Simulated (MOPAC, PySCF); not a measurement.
C7H6BF3, SMILES `c1c(B)cc(C(F)(F)F)cc1`, neutral singlet in the gas phase. 

Z-matrix (Å, degrees):
```
C
H 1 1.0936
C 1 1.3951 2 119.56
C 3 1.4023 1 120.10 2 179.48
H 4 1.0937 3 119.53 1 -179.35
C 4 1.3969 5 120.48 3 -179.56
H 6 1.0935 4 119.78 5 -0.29
C 6 1.3955 7 120.48 4 -179.82
H 8 1.0946 6 119.72 7 -0.14
C 1 1.4132 2 119.45 3 179.71
C 3 1.5040 1 120.66 2 -2.55
F 11 1.3424 3 112.05 1 23.86
F 11 1.3457 12 107.66 3 -123.00
F 11 1.3471 12 107.14 13 -114.56
B 10 1.5438 1 120.96 2 0.25
H 15 1.2083 10 120.11 1 -0.27
H 15 1.2086 16 119.86 10 -179.96
```
Charge 0, multiplicity 1.

All levels are single points at this geometry (r2SCAN-D4/def2-SVP); Pople sets use spherical d functions. Orbital energies aren't observables, and empty levels follow the basis.

```csv
level,HOMO (eV),LUMO (eV),gap (eV),dipole (D),"vertical IE, Delta-SCF (eV)"
r2SCAN-D4/def2-TZVP in PySCF,-7.27,-3.11,4.16,2.29,9.81
B3LYP/3-21G in PySCF,-7.70,-2.34,5.36,2.24,–
B3LYP/6-311+G** in PySCF,-7.91,-2.67,5.25,2.52,–
B3LYP/6-31G* in PySCF,-7.51,-2.23,5.29,2.12,9.61
HF/3-21G in PySCF,-10.08,1.25,11.33,2.90,–
AM1 in MOPAC,-10.27,-0.58,9.69,2.51,–
```
